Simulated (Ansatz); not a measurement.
Gas-phase reaction R1 → P1 + P2, each structure at its B3LYP-D3(BJ)/def2-TZVP stationary point, reached from a drawn start (curvature not checked).
R1, C2H4 (SMILES C=C) (charge 0, multiplicity 1, Z-matrix in Å and degrees):
```
C
C 1 1.3246
H 2 1.0833 1 121.73
H 1 1.0833 2 121.73 3 -180.00
H 2 1.0833 3 116.54 1 -180.00
H 1 1.0833 4 116.54 2 180.00
```
P1: C atom, charge 0, multiplicity 3.
P2: CH4 (SMILES C), charge 0, multiplicity 1.

P less R. No zero-point or thermal terms; singlets are restricted closed shells; open shells are unrestricted; no spin–orbit coupling.

Frozen-core correlation throughout. CBS: X⁻³ extrapolation of the correlation energy, Hartree–Fock from the larger set.

The values were computed with Ansatz (Gaussian orbitals). All values are computed, each at the level named.

### Question
What reaction energy does MP2/cc-pVQZ give?

### Answer
6.36 eV

### Question
What is the computed reaction energy (BHLYP/def2-TZVPP)?

### Answer
5.87 eV

### Question
What is the computed reaction energy (CCSD(T)/CBS(cc-pVTZ, cc-pVQZ))?

### Answer
6.17 eV

Ansatz is an electronic-structure program.
